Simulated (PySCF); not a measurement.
Species: fac-MoBr3(NH3)3 (quartet state).
Bonds: Mo1–Br2, Mo1–N3, Mo1–Br7, Mo1–N8, Mo1–Br12, Mo1–N13. Hydrogens: H4, H5, H6 on N3; H9, H10, H11 on N8; H14, H15, H16 on N13.

Computed, not measured: PBE0-D3(BJ)/def2-SVP geometry optimisation, gas phase, def2 core potentials past Kr (PySCF 2.14.0).

(1) List the bond lengths and angles at this level.

## Answers

(1) 
```json
{"bond": "Mo1–Br2, Mo1–Br7, Mo1–Br12", "length (Å)": "2.554"}
{"bond": "Mo1–N3, Mo1–N8, Mo1–N13", "length (Å)": "2.253"}
{"bond": "N3–H4 and 8 like bonds", "length (Å)": "1.023"}
```

Bonds in one row agree within 0.01 Å and their mean is given. A selection of angles:
```json
{"angle": "Br2–Mo1–N3", "degrees": "175.9"}
{"angle": "Br2–Mo1–Br7", "degrees": "99.8"}
{"angle": "Br2–Mo1–N8", "degrees": "82.6"}
{"angle": "N3–Mo1–N8", "degrees": "94.6"}
{"angle": "N3–Mo1–N13", "degrees": "94.5"}
{"angle": "Mo1–N3–H4", "degrees": "104.8"}
{"angle": "Mo1–N3–H5", "degrees": "123.2"}
{"angle": "Mo1–N3–H6", "degrees": "103.2"}
{"angle": "H4–N3–H5", "degrees": "109.1"}
{"angle": "H4–N3–H6", "degrees": "106.9"}
```

All 3 Mo–N bonds measure 2.253 to 2.254 Å. All 3 Br–Mo bonds measure 2.554 Å. Mo1 (molybdenum bonded to 3 Br and 3 N) is distorted octahedral (the three widest angles are 176.1°, 175.9° and 175.7°, the others run from 82.6° to 100.0°). N3 (nitrogen bonded to Mo and 3 H) is distorted tetrahedral (angles from 103.2° to 123.2°).

Point group: near C3v, missed by 0.14 Å at most; the miss may be what the optimiser left on a soft mode (Cs holds within 0.08 Å). Stationary, but not proved a minimum. ⟨S²⟩ = 3.767 (exact for a quartet: 3.75).
